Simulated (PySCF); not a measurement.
# Computed properties of Si(H)2(OH)(PH2) (H5OPSi), SMILES O[SiH2]P

H5OPSi, SMILES O[SiH2]P. Geometry: TPSSh-D3(BJ)/def2-TZVP. The values are those of a single conformer. All values are computed for the isolated molecule unless a solvent is named; none is compared with measurement here.

**Structure.** All 18 harmonic modes at TPSSh-D3(BJ)/def2-TZVP (PySCF) are real, so it is a minimum. With heavy atoms numbered as in [SiH2:1]([OH:2])[PH2:3], the shortest bond between them is Si1–O2 at 1.655 Å and the longest Si1–P3 at 2.258 Å.

**Vibrations.** The strongest infrared lines (harmonic, unscaled, degenerate partners summed) lie at 905 cm⁻¹ (298 km/mol, H 80 %, Si 16 %), 2218 cm⁻¹ (124 km/mol, H 97 %), 826 cm⁻¹ (122 km/mol, H 46 %, O 42 %, Si 11 %). The softest mode is at 166 cm⁻¹ and the zero-point energy is 30.6 kcal/mol.

**Electronic structure.** CAM-B3LYP/def2-TZVPD (PySCF) places the frontier levels at -8.80 and 0.36 eV, a gap of 9.16 eV, and gives a dipole moment of 1.43 D and a mean polarisability of 60.7 bohr³.

**Excitations.** TDA-CAM-B3LYP/def2-SVPD (PySCF) has S1 at 6.46 eV (192 nm, f = 0.051, bright); the most intense of the 10 singlets computed lies at 7.35 eV (f = 0.23). T1 (TDA) is at 5.66 eV, 0.80 eV under S1. No vertical singlet excitation falls in the visible range (under 3.1 eV).

**NMR.** GIAO shifts at HF/pcSseg-1 (PySCF) (non-relativistic, atoms alike by connectivity averaged): ¹H from 1.3 to 4.9 ppm against TMS; ²⁹Si at -15.4 ppm against TMS.
